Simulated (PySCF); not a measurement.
An equivalent PySCF input for In²⁺ (indium, charge +2), [Kr] 4d10 5s1, 2S determinant, with a scalar-relativistic core potential:

```python
from pyscf import gto, scf, dft, mp, cc
import basis_set_exchange as bse
txt = bse.get_basis("def2-SVP", elements=["In"], fmt="nwchem", header=False)
cut = txt.index("\nECP")
mol = gto.M(atom="In 0 0 0", charge=2, spin=1, symmetry="D2h",
            basis=gto.basis.parse(txt[:cut]),
            ecp={"In": gto.basis.parse_ecp(txt[cut:])})
mf = dft.UKS(mol, xc="PBE0")
mf.irrep_nelec = {'Ag': (4, 3), 'B1g': (1, 1), 'B2g': (1, 1), 'B3g': (1, 1), 'B1u': (1, 1), 'B2u': (1, 1), 'B3u': (1, 1)}
mf.kernel()
```

It reaches the same state as the run whose output follows, with an energy that differs only through the grid. The run itself started from symmetry-adapted Hartree-Fock orbitals and held the occupation by maximum overlap, on a logarithmic radial grid, so the iterations belong to that start.

```
SCF conv_tol = 1e-09
number electrons alpha = 10  beta = 9
XC functionals = PBE0
    C. Adamo and V. Barone.,  J. Chem. Phys. 110, 6158 (1999)
    M. Ernzerhof and G. E. Scuseria.,  J. Chem. Phys. 110, 5029 (1999)
cycle= 1 E= -189.215389295671  delta_E= -0.00273  |g|= 0.0212  |ddm|= 0.215
cycle= 2 E= -189.215497598878  delta_E= -0.000108  |g|= 0.00802  |ddm|= 0.0488
cycle= 3 E= -189.215515804678  delta_E= -1.82e-05  |g|= 0.000244  |ddm|= 0.00626
cycle= 4 E= -189.215515833114  delta_E= -2.84e-08  |g|= 1.62e-06  |ddm|= 0.00117
cycle= 5 E= -189.215515833116  delta_E= -1.71e-12  |g|= 8.59e-08  |ddm|= 9.54e-06
converged SCF energy = -189.215515833116  <S^2> = 0.75036883  2S+1 = 2.0003688
```

Energies and moments cover only the electrons outside the core potential.
